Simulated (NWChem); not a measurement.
Everything below was run with NWChem. System: CH₃Si (+1), charge 1, spin multiplicity 1, at a geometry optimised with PBE/def2-SVP. The structure started from a generated list of species. Level: TD-PBE/def2-SVPD.

Output (cleaned and shortened):

```
             Northwest Computational Chemistry Package (NWChem) 7.3.0
             --------------------------------------------------------

                                NWChem Input Module
                                -------------------

 Scaling coordinates for geometry "geometry" by  1.889725989
 (inverse scale =  0.529177249)

 Turning off AUTOSYM since
 SYMMETRY directive was detected!

                             Geometry "geometry" -> ""
                             -------------------------

 Output coordinates in angstroms (scale by  1.889725989 to convert to a.u.)

  No.       Tag          Charge          X              Y              Z
 ---- ---------------- ---------- -------------- -------------- --------------
    1 C                    6.0000    -0.28704000    -1.08700200     0.00000000
    2 Si                  14.0000     0.19665500     0.57787400     0.00000000
    3 H                    1.0000    -0.19168500    -1.69537700    -0.92756600
    4 H                    1.0000    -0.19168500    -1.69537700     0.92756600
    5 H                    1.0000    -0.64756200     1.82252800     0.00000000

 Effective nuclear repulsion energy (a.u.)      43.8863012462

            Nuclear Dipole moment (a.u.)
            ----------------------------
        X                 Y               Z
 ---------------- ---------------- ----------------
    -0.0000037795    -0.0000037795     0.0000000000

      Symmetry information
      --------------------

 Group name             Cs
 Group number              2
 Group order               2
 No. of unique centers     4

      Symmetry unique atoms

     1    2    3    5


 Summary of "ao basis" -> "" (spherical)
 ------------------------------------------------------------------------------
       Tag                 Description            Shells   Functions and Types
 ---------------- ------------------------------  ------  ---------------------
 *                         def2-svpd                  on all atoms

  pbe96 is a nonlocal functional; adding pw91lda local functional.

                                 NWChem DFT Module
                                 -----------------

 Summary of "ao basis" -> "ao basis" (spherical)
 ------------------------------------------------------------------------------
       Tag                 Description            Shells   Functions and Types
 ---------------- ------------------------------  ------  ---------------------
[...]
     Transition Moments   YY  0.00000  YZ -1.51219  ZZ -0.00000
     Dipole Oscillator Strength                    0.0000084108
     Electric Quadrupole                           0.0000001250
     Magnetic Dipole                               0.0000032772
     Total Oscillator Strength                     0.0000118130

          sigma_e =   1.5617 Angstrom
          sigma_h =   1.6238 Angstrom
         |d_h->e| =   0.6337 Angstrom
            d_exc =   2.3640 Angstrom
            d_CD1 =   0.6958 Angstrom
            d_CD2 =  -0.9591 Angstrom
            d_CD3 =   2.9977 Angstrom
     Pearson C.C. =  -0.0219

     Occ.   10  a'  ---  Virt.   13  a"  -0.99830 X
  ----------------------------------------------------------------------------
  Root   4 singlet a'             0.226944566 a.u.                6.1755 eV
  ----------------------------------------------------------------------------
     Transition Moments    X -0.00713   Y -0.51091   Z  0.00000
     Transition Moments   XX -0.02471  XY  1.58257  XZ -0.00000
     Transition Moments   YY -0.79270  YZ -0.00000  ZZ  0.15828
     Dipole Oscillator Strength                    0.0395007164
     Electric Quadrupole                           0.0000001717
     Magnetic Dipole                               0.0000038899
     Total Oscillator Strength                     0.0395047781

          sigma_e =   1.7499 Angstrom
          sigma_h =   1.6024 Angstrom
         |d_h->e| =   0.4039 Angstrom
            d_exc =   2.4459 Angstrom
            d_CD1 =   0.5514 Angstrom
            d_CD2 =  -1.2723 Angstrom
            d_CD3 =   2.8497 Angstrom
     Pearson C.C. =  -0.0338

     Occ.    8  a'  ---  Virt.   12  a'  -0.09031 X
     Occ.    9  a"  ---  Virt.   13  a"  -0.25066 X
     Occ.   10  a'  ---  Virt.   12  a'  -0.92530 X
     Occ.   10  a'  ---  Virt.   12  a'   0.05799 Y
     Occ.   10  a'  ---  Virt.   14  a'  -0.10988 X
     Occ.   11  a'  ---  Virt.   12  a'  -0.13444 X
     Occ.   11  a'  ---  Virt.   12  a'   0.05786 Y
     Occ.   11  a'  ---  Virt.   14  a'   0.20232 X
  ----------------------------------------------------------------------------
  Root   5 singlet a"             0.240424177 a.u.                6.5423 eV
  ----------------------------------------------------------------------------
     Transition Moments    X -0.00000   Y  0.00000   Z  0.12189
     Transition Moments   XX -0.00000  XY -0.00000  XZ -0.41722
     Transition Moments   YY  0.00000  YZ -0.06198  ZZ -0.00000
     Dipole Oscillator Strength                    0.0023813977
     Electric Quadrupole                           0.0000000132
     Magnetic Dipole                               0.0000013775
     Total Oscillator Strength                     0.0023827883

          sigma_e =   1.7351 Angstrom
          sigma_h =   1.1403 Angstrom
         |d_h->e| =   1.3567 Angstrom
            d_exc =   2.4822 Angstrom
            d_CD1 =   1.9515 Angstrom
            d_CD2 =  -0.0810 Angstrom
            d_CD3 =   3.8389 Angstrom
     Pearson C.C. =  -0.0025

     Occ.    9  a"  ---  Virt.   12  a'   0.99902 X
  ----------------------------------------------------------------------------
  Root   6 singlet a'             0.253903251 a.u.                6.9091 eV
  ----------------------------------------------------------------------------
     Transition Moments    X -0.09550   Y -0.21852   Z -0.00000
     Transition Moments   XX  0.43036  XY  0.65391  XZ -0.00000
     Transition Moments   YY  0.76316  YZ  0.00000  ZZ -0.55710
     Dipole Oscillator Strength                    0.0096268026
     Electric Quadrupole                           0.0000000784
     Magnetic Dipole                               0.0000000420
     Total Oscillator Strength                     0.0096269229

          sigma_e =   1.7635 Angstrom
          sigma_h =   1.4108 Angstrom
         |d_h->e| =   1.3751 Angstrom
            d_exc =   2.6631 Angstrom
            d_CD1 =   1.7278 Angstrom
            d_CD2 =  -0.2120 Angstrom
            d_CD3 =   4.0382 Angstrom
     Pearson C.C. =  -0.0203

     Occ.    9  a"  ---  Virt.   13  a"   0.76592 X
     Occ.   10  a'  ---  Virt.   12  a'  -0.06489 X
     Occ.   11  a'  ---  Virt.   14  a'   0.63420 X

              Target root =      1
          Target symmetry = none
      Ground state energy =   -328.663126555935
        Excitation energy =      0.106410336076
     Excited state energy =   -328.556716219859

  stored tddft:energy   -328.55671621985903

 Task  times  cpu:       13.3s     wall:       13.3s

 Total times  cpu:       13.4s     wall:       13.4s
```

Problem. Write an NWChem input that would produce this output.

Solution. This is not unique; one that fits is 
```
start mol
memory heap 200 mb stack 900 mb global 1100 mb
charge 1
geometry units angstroms nocenter noautoz
  C     -0.287040    -1.087002     0.000000
  Si     0.196655     0.577874     0.000000
  H     -0.191685    -1.695377    -0.927566
  H     -0.191685    -1.695377     0.927566
  H     -0.647562     1.822528     0.000000
  symmetry group Cs
end
basis spherical
  * library def2-svpd
end
dft
  xc xpbe96 cpbe96
  semidirect memsize 60000000 filesize 0
  iterations 100
end
tddft
  rpa
  nroots 6
  notriplet
  thresh 1e-4
end
task tddft energy
```
